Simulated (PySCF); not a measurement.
All values below come from B3LYP-D3(BJ)/def2-TZVP // TPSS-D3(BJ)/def2-SVP in PySCF. Gas-phase values, no solvent. One relaxed conformer stands for a flexible species; it need not be the lowest. B3LYP has the VWN-RPA correlation part, as in Gaussian. 

Reference species: [Mo(F)5(OH)] (neutral, multiplicity 1).

The HOMO–LUMO gap comes out as 5.79 eV and the LUMO is -5.45 eV. The coordination number comes out as 6.

Changed species: [Mo(F)3(OH)3] (3 of 6 F replaced by OH; the reference has 1 of 6 F replaced by OH).

**Question.** Give the shifts of the HOMO–LUMO gap, LUMO and coordination number.

**Answer.** the HOMO–LUMO gap falls by 0.68 eV, to 5.11 eV; the LUMO rises by 0.84 eV, to -4.61 eV; the coordination number is nearly the same.
